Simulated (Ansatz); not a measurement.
Name a neutral molecule of C, Ge, N, Si and H with size of the dipole moment (PBE/def2-TZVPP) between 1.40 and 1.70 D and LUMO energy (ωB97M-V/def2-TZVPP) between 1.70 and 2.00 eV (Ansatz, PBE0-D4/def2-TZVP geometry).

`N[CH]([SiH3])[GeH3]` (1.64 D, 1.86 eV); `NC[SiH2][GeH3]` (1.59 D, 1.83 eV). Other molecules can fit too; these were computed, each in one conformer that needn't be the lowest.
